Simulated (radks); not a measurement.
Values are calculated unless marked as measured or tabulated.
Neutral praseodymium inside a hard spherical wall (all orbitals vanish at R), configuration held at [Xe] 4f3 6s2 and not refilled when levels cross. Level of theory: scalar-relativistic Kohn-Sham, r2SCAN, spin-polarised, spherical densities, finite nucleus; open shells are filled with parallel spins first (spin-orbit coupling, left out, can overturn this in heavy ions); meta-GGA in the generalised Kohn-Sham scheme; Fermi nuclear charge, rms radius 4.8919 fm (a radial shooting solver on a logarithmic mesh with Libxc functionals). Eigenvalues in eV for spin up, with the zero of energy where the potential of the charges vanishes at infinity; a dash marks a level that is unbound or too diffuse for the functional's potential to be trusted. A positive occupied level is held by the wall or, in an anion where self-interaction has pushed it up, behind a barrier. The pressure on the wall is -dE/dV.

| R (bohr) | E (hartree) | kinetic (hartree) | e(5s) | e(5p) | e(6s) | e(5d, empty) | e(4f) | e(6p, empty) | pressure (GPa) |
|---|---|---|---|---|---|---|---|---|---|
| free | -9237.9763 | 9811.082 | -40.898 | -22.744 | -3.605 | - | -1.768 | - | 0 |
| 20 | -9237.9763 | 9811.082 | -40.898 | -22.744 | -3.605 | -2.087 | -1.768 | -1.149 | < 0.0001 |
| 15 | -9237.9763 | 9811.083 | -40.893 | -22.740 | -3.602 | -2.083 | -1.763 | -1.138 | 0.000397 |
| 12 | -9237.9756 | 9811.090 | -40.838 | -22.685 | -3.562 | -2.036 | -1.709 | -1.055 | 0.0111 |
| 10 | -9237.9716 | 9811.121 | -40.634 | -22.485 | -3.403 | -1.864 | -1.508 | -0.762 | 0.100 |
| 7 | -9237.9091 | 9811.432 | -39.230 | -21.122 | -1.929 | -0.609 | -0.114 | 1.708 | 2.80 |
| 5 | -9237.5620 | 9812.747 | -36.080 | -18.163 | 3.931 | 2.846 | 3.206 | 10.469 | 38.3 |
| 4 | -9236.7588 | 9815.762 | -31.930 | -14.173 | 15.204 | 8.354 | 8.035 | 25.516 | 213 |
| 3 | -9233.2760 | 9828.316 | -20.362 | -1.653 | 54.071 | 26.021 | 22.108 | 71.918 | 1880 |
| 2.5 | -9227.3088 | 9847.943 | -5.153 | 16.126 | 107.95 | 50.359 | 38.665 | 132.16 | 7050 |
| 1.5 | -9149.9225 | 10073.700 | 163.70 | 208.81 | 581.26 | 278.50 | 151.43 | 628.64 | 241000 |
